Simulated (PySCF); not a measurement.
Be(Me) (CH3Be), SMILES [Be+][CH3], charge +1.

The structure is a stationary point at B3LYP-D3(BJ)/def2-TZVPD. The multiplicity is an assumed one; other spin states were not compared. The isomer is the one that the SMILES or the coordinates give; other isomers of the formula were not compared.

The numbers are results of PySCF with HF/def2-TZVPD, not measurements.

Symmetry labels are those of the subgroup Cs that the program uses (full group C3v).

Computed valence orbital energies around the gap with their symmetry:
```
orbital  symmetry  energy (eV)
-------  --------  -----------
HOMO−5         A'      -310.62
HOMO−4         A'      -137.54
HOMO−3         A'       -30.88
HOMO−2         A"       -20.52
HOMO−1         A'       -20.52
HOMO           A'       -18.32
LUMO           A'        -7.15
LUMO+1         A'        -4.16
LUMO+2         A"        -4.16
LUMO+3         A'        -2.19
```
